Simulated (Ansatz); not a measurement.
Reactions of `C[SiH2][AsH2]`.

Gas-phase electronic energies from Ansatz, PBE0-D4/def2-TZVP geometries. CCSD(T)/CBS is the MP2 limit (def2-TZVPP, def2-QZVPP) plus CCSD(T) − MP2 in def2-TZVPP, frozen cores. This one scheme is used for every species, atoms too. DFT in def2-TZVPP. Open shells (•) are unrestricted, without spin–orbit coupling. Spin–orbit coupling would lower the free atoms: a little for C, Si. Bonds to As, Se are less sure, by a few kJ/mol each and by 10 to 20 or more in all where they break to atoms, as the def2 sets lack core-valence functions. Scalar relativity is left out up to krypton. One conformer a species, not always the lowest.

```json
{"reaction": "`C[SiH2][AsH2]` + `C[SiH3]` → `C[SiH2][SiH2][AsH2]` + CH₄", "B2PLYP (kJ/mol)": "-8", "PBE-D4 (kJ/mol)": "-24", "ωB97X-V (kJ/mol)": "-11", "MP2/CBS(def2) (kJ/mol)": "-8", "CCSD(T)/CBS(def2) (kJ/mol)": "-12"}
{"reaction": "`C[SiH2][AsH2]` + `C[SeH]` → `C[Se][AsH2]` + `C[SiH3]`", "B2PLYP (kJ/mol)": "-8", "PBE-D4 (kJ/mol)": "-4", "ωB97X-V (kJ/mol)": "-4", "MP2/CBS(def2) (kJ/mol)": "-6", "CCSD(T)/CBS(def2) (kJ/mol)": "-3"}
{"reaction": "`C[SiH2][AsH2]` + `OC[SiH2]F` → `OC[SiH2][AsH2]` + `C[SiH2]F`", "B2PLYP (kJ/mol)": "-6", "PBE-D4 (kJ/mol)": "-4", "ωB97X-V (kJ/mol)": "-6", "MP2/CBS(def2) (kJ/mol)": "-7", "CCSD(T)/CBS(def2) (kJ/mol)": "-7"}
{"reaction": "`C[SiH2][AsH2]` + `[NH2][Al]([F])[SH]` → `[SiH3][AsH2]` + `C[S][Al]([NH2])[F]`", "B2PLYP (kJ/mol)": "62", "PBE-D4 (kJ/mol)": "60", "ωB97X-V (kJ/mol)": "61", "MP2/CBS(def2) (kJ/mol)": "66", "CCSD(T)/CBS(def2) (kJ/mol)": "64"}
{"reaction": "`C[SiH2][AsH2]` + `SS` → `C[SiH2]SS` + `[AsH3]`", "B2PLYP (kJ/mol)": "-33", "PBE-D4 (kJ/mol)": "-32", "ωB97X-V (kJ/mol)": "-34", "MP2/CBS(def2) (kJ/mol)": "-36", "CCSD(T)/CBS(def2) (kJ/mol)": "-34"}
{"reaction": "`C[SiH2][AsH2]` + `C=C(O)F` → `C=C(F)O[SiH2]C` + `[AsH3]`", "B2PLYP (kJ/mol)": "-69", "PBE-D4 (kJ/mol)": "-48", "ωB97X-V (kJ/mol)": "-66", "MP2/CBS(def2) (kJ/mol)": "-63", "CCSD(T)/CBS(def2) (kJ/mol)": "-64"}
{"reaction": "`C[SiH2][AsH2]` + `[SiH3]OC[SiH2]Cl` → `C[SiH2]C[SiH2]Cl` + `[SiH3]O[AsH2]`", "B2PLYP (kJ/mol)": "-61", "PBE-D4 (kJ/mol)": "-50", "ωB97X-V (kJ/mol)": "-60", "MP2/CBS(def2) (kJ/mol)": "-66", "CCSD(T)/CBS(def2) (kJ/mol)": "-60"}
{"reaction": "`C[SiH2][AsH2]` + H₂O → `O[SiH2][AsH2]` + CH₄", "B2PLYP (kJ/mol)": "-96", "PBE-D4 (kJ/mol)": "-81", "ωB97X-V (kJ/mol)": "-90", "MP2/CBS(def2) (kJ/mol)": "-88", "CCSD(T)/CBS(def2) (kJ/mol)": "-87"}
{"reaction": "`C[SiH2][AsH2]` → `C[AsH][SiH3]`", "B2PLYP (kJ/mol)": "32", "PBE-D4 (kJ/mol)": "33", "ωB97X-V (kJ/mol)": "33", "MP2/CBS(def2) (kJ/mol)": "33", "CCSD(T)/CBS(def2) (kJ/mol)": "33"}
{"reaction": "`C[SiH2][AsH2]` → As• + C• + 7 H• + Si•", "B2PLYP (kJ/mol)": "3071", "PBE-D4 (kJ/mol)": "3112", "ωB97X-V (kJ/mol)": "3138", "MP2/CBS(def2) (kJ/mol)": "3080", "CCSD(T)/CBS(def2) (kJ/mol)": "3111"}
```

Largest T1 diagnostic: 0.012, for `C=C(O)F`.
